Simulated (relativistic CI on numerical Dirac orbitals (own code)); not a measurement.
Method of calculation: Dirac-Coulomb-Breit CI, KLI orbitals optimised for each configuration, QED by a radiative potential, unscaled Slater integrals (own radial code, finite nucleus).

The strongest absorption lines from the ground level of an ion, among the configurations computed and to levels below about 3620 eV (vacuum wavelength in Å, gf): 3.4464 (0.049), 3.4648 (0.03), 3.9709 (0.1), 4.0139 (0.068), 5.5420 (0.34), 5.7121 (0.25), 43.433 (0.47), 101.41 (0.095).

Task: Which ion is it?
A. Ce47+
B. Sm53+
C. Sm51+
D. Yb59+

Result: C. Sm51+ has 11 electrons and the ground level 3s 2S_1/2; the strongest line goes to 3p 2P°_3/2. The pattern of lines fixes the number of electrons, and along that sequence the line energies rise steadily with the charge (about as its square where n changes within one kind of shell, about linearly where n is kept but much faster in heavy ions where fine structure, which grows about as Z⁴, sets the gap, and irregularly where shells cross), which fixes Z. Configurations outside the model, such as inner-shell arrays, can give stronger lines. At this charge energies of transitions that change n are usually good to better than 1 %, and those within a shell (Δn = 0) to a few per cent.
